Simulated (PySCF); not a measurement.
## Electron correlation in Zn²⁺ (zinc, charge +2)

[Ar] 3d10, closed-shell 1S. Calculation: PySCF 2.14, in aug-cc-pVTZ-DK (8s7p5d3f2g, 93 functions); scalar relativity by spin-free X2C-1e. Frozen: [Ar]; 10 electrons correlated.

```json
{"level": "CCSD", "correlation energy (mhartree)": "-403.08"}
{"level": "(T)", "correlation energy (mhartree)": "-10.51"}
{"level": "CCSD(T)", "correlation energy (mhartree)": "-413.59"}
```

Diagnostics: T1 = 0.0070, D1 = 0.0099, largest double amplitude 0.015.

Task: Is a single reference adequate?

Result: Yes: T1 lies below 0.03 and no double amplitude reaches 0.07.
